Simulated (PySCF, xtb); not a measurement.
Ga(Me)2(PH2) (C2H8GaP), SMILES [CH3][Ga]([CH3])[PH2]. The values are those of a single conformer.

Harmonic wavenumbers (cm⁻¹) from GFN2-xTB in xtb 6.7.1 at its own minimum, in rising order: 44, 55, 75, 96, 109, 115, 310, 461, 500, 537, 547, 551, 599, 603, 646, 1120, 1255, 1267, 1443, 1447, 1452, 1453, 2164, 2232, 2924, 2927, 2930, 2931, 2935, 2943.

What does PBE-D3(BJ)/def2-SVP (PySCF 2.14.0) give at its own minimum? (An estimate is asked for; the answer gives what the named calculation found.)

8, 27, 104, 129, 139, 142, 322, 485, 523, 562, 581, 607, 682, 689, 747, 1048, 1159, 1163, 1372, 1373, 1379, 1382, 2316, 2338, 2968, 2969, 3061, 3063, 3089, 3091. Paired by order, the mean absolute difference is 70 cm⁻¹ and the zero-point energies are 52.4 and 53.6 kcal/mol.
